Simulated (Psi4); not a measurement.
A dimer, C2H6 ··· C2H6 (SMILES CC and CC); the first 8 atoms form monomer A.

```
16

C     -0.7617    -0.0446    -0.0118
C      0.7617     0.0446     0.0118
H     -1.1659     0.3178    -0.9590
H     -1.1011    -1.0741     0.1189
H     -1.2067     0.5528     0.7864
H      1.2067    -0.5534    -0.7860
H      1.1659    -0.3171     0.9593
H      1.1011     1.0740    -0.1196
C      0.2801     2.9980    -3.1978
C      0.0918     1.7251    -4.0186
H      1.3312     3.1585    -2.9499
H     -0.0677     3.8773    -3.7436
H     -0.2762     2.9512    -2.2596
H      0.6476     1.7721    -4.9572
H     -0.9594     1.5641    -4.2659
H      0.4403     0.8458    -3.4731
```

Problem. What interaction energy does SAPT0/jun-cc-pVDZ, frozen core in Psi4 give, and which attractive term is the largest?

Solution. Total -2.38 kJ/mol: electrostatics -0.39, exchange 1.15, induction -0.08, dispersion -3.05. The most attractive term is dispersion.
